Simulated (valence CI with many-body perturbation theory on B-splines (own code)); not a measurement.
Results of a calculation; reference values are marked as such.
Basis-set convergence for Ca XIV

Level of theory: valence CI with perturbative core correlation (CI+MBPT): five valence electrons over a frozen Dirac-Fock core [He], a basis of 9 s, 9 p, 8 d, 6 f, 3 g, 1 h functions for each j, with the one-electron correlation potential Σ1, the two-electron term Σ2, the three-electron term Σ3, Breit, model QED; selected CI, second order for the rest, scaled by the run's own slope (own B-spline code, finite nucleus).

No measured levels were compared; by estimate levels of excited configurations hold to 0.05 to 0.15 % of their energy, terms of the ground configuration to about 0.5 %. Among the levels kept, up to 3600 cm⁻¹ of a level comes from second order outside the variational space, and about a tenth of that is noise between levels of different J, which matters for small intervals.

The reference run has the lowest level 2s²2p³ ⁴S°_3/2 and an ionisation energy of 816.763 eV. Its largest variational space holds 27092 state functions.

Changed runs:
A. basis 6 s, 6 p, 5 d, 3 f, 1 g
B. basis 5 s, 5 p, 4 d, 2 f

Excitation energies of the reference run in cm⁻¹, and shifts in cm⁻¹:

```csv
Level,Reference,A,B
2s²2p³ ²D°_3/2,106303,+249,+757
2s²2p³ ²D°_5/2,113881,+261,+761
2s²2p³ ²P°_1/2,172877,+280,+871
2s²2p³ ²P°_3/2,183805,+273,+843
2s2p⁴ ⁴P_5/2,515972,+97,+270
2s2p⁴ ⁴P_3/2,536052,+81,+252
2s2p⁴ ⁴P_1/2,545281,+71,+245
2s2p⁴ ²D_3/2,711342,+350,+1072
2s2p⁴ ²D_5/2,713088,+366,+1083
2s2p⁴ ²S_1/2,825930,+424,+1353
2s2p⁴ ²P_3/2,859103,+396,+1234
2s2p⁴ ²P_1/2,886511,+377,+1223
Ionisation energy (eV),816.763,-0.021,-0.066
```
